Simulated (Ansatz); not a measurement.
`C[SiH](C)Br` + `BN` → `BN[SiH](C)C` + HBr at 600 K and 1 bar (ligand exchange at the Si–Br bond).

Computed with Ansatz on PBE0-D4/def2-TZVP structures; ΔE is electronic, products minus reactants. CCSD(T)/CBS adds triple-zeta CCSD(T) − MP2 to the extrapolated MP2 energy (def2 sets, frozen cores). This one scheme is used for every species. For Br outer-core shells are correlated without core-valence functions, which leaves a few kJ/mol of doubt a bond. Scalar relativity is left out up to krypton. Each species was taken in one conformer, which may not be the lowest.

```json
{"species": "`C[SiH](C)Br`", "CCSD(T)/CBS energy (Eh)": "-2942.79434", "H − E (kJ/mol)": "280.2", "S (J/(mol·K))": "437.9"}
{"species": "`BN`", "CCSD(T)/CBS energy (Eh)": "-81.93499", "H − E (kJ/mol)": "155.9", "S (J/(mol·K))": "270.2"}
{"species": "`BN[SiH](C)C`", "CCSD(T)/CBS energy (Eh)": "-450.78732", "H − E (kJ/mol)": "395.2", "S (J/(mol·K))": "484.8"}
{"species": "HBr", "CCSD(T)/CBS energy (Eh)": "-2573.91920", "H − E (kJ/mol)": "33.5", "S (J/(mol·K))": "219.1"}
```

H − E and S are ideal-gas, rigid-rotor, harmonic terms from PBE0-D4/def2-TZVP, for one conformer and one mirror image of each species. 1 Eh = 2625.50 kJ/mol, R = 8.31446 J/(mol·K).

Task: By hand: ΔE, ΔH, ΔS and ΔG.

Result: ΔE = (-450.78732) + (-2573.91920) − (-2942.79434) − (-81.93499) = 0.02281 Eh = 59.9 kJ/mol. Δ(H − E) = 395.2 + 33.5 − 280.2 − 155.9 = -7.4, so ΔH = 52.5 kJ/mol. ΔS = 484.8 + 219.1 − 437.9 − 270.2 = -4.2 J/(mol·K). ΔG = 52.5 − 600 × (-4.2)/1000 = 55.0 kJ/mol.

Task: By hand: the equilibrium constant, and the temperature at which ΔG would vanish if ΔH and ΔS stayed fixed.

Result: log₁₀ K = −ΔG/(RT ln 10) = -4.8. ΔH and −TΔS have one sign here, so there is no such temperature. One of them is within its doubt of zero, so this could turn.

The number of gas molecules stays the same, so ΔS is small and ΔH decides. A doubt of 5 kJ/mol in ΔE shifts log₁₀ K by 0.4 here. Other conformers and mirror images would add mixing entropy, several J/(mol·K) or more a flexible species. Modes under 60 cm⁻¹, often nearly free rotors, make the harmonic entropy too high. These are equilibria of isolated gas molecules and say nothing of rates. Largest T1 diagnostic: 0.012 (customary marks: 0.02 for closed shells, 0.045 for open ones).
